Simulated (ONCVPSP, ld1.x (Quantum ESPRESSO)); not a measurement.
## Pseudopotentials across the periodic table

Generated with ld1.x 7.5 (TM, RRKJ, ultrasoft, PAW), atompaw 4.2 or ONCVPSP 4.0.1. The cutoff is in Ry: for ld1.x and atompaw files where the sum of valence levels is converged to 10 mRy in a Bessel basis, for ONCV files where the hardest occupied wave has 1 mHa per electron of residual kinetic energy. The error is the largest all-electron minus pseudo excitation energy over each file’s own four to seven test configurations (ionisations up to +4, promotions, holes and added fractions of an electron), all of which were solved. The labels leave out finer settings (local radius, basis sizes, second energies), which also bear on the numbers. Spin-polarised tests are not counted. The rows are a selection from randomly drawn settings: files with unsolved tests, undetermined cutoffs or missed reference levels are left out.

```csv
element,potential,cutoff (Ry),largest error (meV),bound ghosts
Si,"ONCV, PBE, scalar-relativistic, rc 0.80/1.05 (sp), local smoothed, core correction yes, reference 2s2 2p6 3s1 3p3, qcut 12.6/14.3, projectors 2/2",156,+4.6,none
Sr,"ONCV, PBE, scalar-relativistic, rc 2.15/2.50/2.25 (spd), local smoothed, core correction yes, reference 4s2 4p6 5s2, qcut 4.3/6.8/3.6, projectors 2/1/1",16,-11,none
In,"ONCV, PBEsol, scalar-relativistic, rc 1.25/1.05/1.40 (spd), local smoothed, core correction no, reference 4s2 4p6 4d10 5s1, qcut 11.7/7.1/9, projectors 3/2/1",330,-4.8,none
La,"ONCV, PBE, scalar-relativistic, rc 2.25/2.90/4.00/4.20 (spdf), local smoothed, core correction no, reference 5s2 5p6 5d1, qcut 4.5/5.8/4.1/2.8, projectors 3/2/2/2",19,+2297,none
Ta,"ONCV, LDA (Perdew-Wang 92), scalar-relativistic, rc 1.55/2.05/2.10 (spd), local smoothed, core correction yes, reference 5s2 5p6 5d3 6s2, qcut 6.9/8.1/5.3, projectors 2/2/1",48,-39,none
```

(1) Fill in the row for Cr: RRKJ, Wu–Cohen, scalar-relativistic, rc 1.10/1.15/1.20/1.20 (spdf), local s, core correction no, reference 3s2 3p6 3d4.5 4s0 4p0.

(2) Fill in the row for Rb: ONCV, PBE, fully relativistic, rc 1.70/2.50/1.70 (spd), local d, core correction no, reference 4s2 4p6 5p1, qcut 5.7/4.5/5.5, projectors 1/2/0.

Answers

(1) cutoff 120 Ry, largest error +210 meV, bound ghosts: none.

(2) cutoff 26 Ry, largest error -73 meV, bound ghosts: none.
